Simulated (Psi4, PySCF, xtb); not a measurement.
Approach curve of the dimer H4Si ··· H4Ge (SMILES [SiH4] and [GeH4]). Monomers: optimised at B3LYP-D3(BJ) (def2-TZVP), held rigid. Orientation: a random orientation, not optimised. R is the distance of the centres of mass, along which the second monomer moves.

Geometry at R = 4.30 Å (first 5 atoms: monomer A):
```
10

Si     0.0000     0.0000     0.0000
H     -0.2474    -1.0392    -1.0248
H     -0.7124     1.2423    -0.3749
H      1.4527     0.2713     0.0869
H     -0.4928    -0.4744     1.3128
Ge     1.2404     4.0746     0.5911
H      1.1097     5.1108     1.7172
H      2.2920     3.0251     0.9806
H      1.6738     4.7776    -0.7038
H     -0.1140     3.3847     0.3705
```

Methods: GFN1-xTB (xtb); RKS-B3LYP/6-31G* = restricted B3LYP/6-31G*, spherical d, no counterpoise correction (PySCF 2.14.0); RKS-M06-2X/6-31G* = restricted M06-2X/6-31G*, spherical d, no counterpoise correction run with PySCF; SAPT0/jun-cc-pVDZ, frozen core (Psi4).

Interaction energies in kJ/mol; the last columns give the difference from SAPT0:

| R / Å | GFN1-xTB | RKS-B3LYP/6-31G* | RKS-M06-2X/6-31G* | SAPT0/jun-cc-pVDZ | GFN1-xTB − SAPT0/jun-cc-pVDZ | RKS-B3LYP/6-31G* − SAPT0/jun-cc-pVDZ | RKS-M06-2X/6-31G* − SAPT0/jun-cc-pVDZ |
|---|---|---|---|---|---|---|---|
| 3.71 | 11.24 | 31.45 | 23.43 | 28.87 | -17.63 | 2.58 | -5.44 |
| 3.88 | -0.03 | 18.47 | 11.50 | 16.44 | -16.47 | 2.03 | -4.93 |
| 4.06 | -6.43 | 10.27 | 4.66 | 8.50 | -14.94 | 1.77 | -3.84 |
| 4.30 | -9.85 | 4.53 | 0.57 | 2.93 | -12.78 | 1.61 | -2.35 |
| 4.48 | -10.34 | 2.39 | -0.62 | 0.89 | -11.23 | 1.50 | -1.52 |
| 4.73 | -9.62 | 0.95 | -1.23 | -0.36 | -9.26 | 1.31 | -0.86 |
| 5.03 | -7.94 | 0.31 | -1.34 | -0.75 | -7.19 | 1.06 | -0.59 |
| 5.32 | -6.19 | 0.11 | -1.23 | -0.71 | -5.48 | 0.82 | -0.52 |
| 5.77 | -3.88 | 0.04 | -0.81 | -0.50 | -3.38 | 0.54 | -0.31 |
| 6.49 | -1.62 | 0.02 | -0.23 | -0.25 | -1.36 | 0.27 | 0.02 |
| 7.47 | -0.44 | 0.00 | -0.02 | -0.10 | -0.34 | 0.11 | 0.09 |
| 8.79 | -0.09 | 0.00 | 0.00 | -0.04 | -0.05 | 0.04 | 0.04 |

GFN1-xTB is furthest from SAPT0/jun-cc-pVDZ at 3.71 (-17.63 kJ/mol, below); its mean absolute difference over the points is 8.34 kJ/mol.

RKS-B3LYP/6-31G* is furthest from SAPT0/jun-cc-pVDZ at 3.71 (2.58 kJ/mol, above); its mean absolute difference over the points is 1.14 kJ/mol.

RKS-M06-2X/6-31G* is furthest from SAPT0/jun-cc-pVDZ at 3.71 (-5.44 kJ/mol, below); its mean absolute difference over the points is 1.71 kJ/mol.
